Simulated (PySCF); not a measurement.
# How methods differ on the excitation energy of Si

Si [Ne] 3s2 3p2 (3P) → Si [Ne] 3s2 3p1 4s1 (3P), as a difference of total energies. Calculation: PySCF 2.14, in aug-cc-pwCVDZ (6s5p3d, 36 functions); the non-relativistic Hamiltonian (point nucleus). Correlated levels: valence and next inner shell: 1s2 frozen. The calculations carry no spin-orbit coupling.

```json
{"method": "UHF", "excitation energy (cm⁻¹)": "39702"}
{"method": "MP2 (valence and next inner shell)", "excitation energy (cm⁻¹)": "40254"}
{"method": "SCS-MP2 (valence and next inner shell)", "excitation energy (cm⁻¹)": "40036"}
{"method": "CCSD (valence and next inner shell)", "excitation energy (cm⁻¹)": "40339"}
{"method": "CCSD(T) (valence and next inner shell)", "excitation energy (cm⁻¹)": "40297"}
```

The promoted electron is Rydberg-like, and one or two diffuse shells describe it only roughly, which tends to raise the upper state.
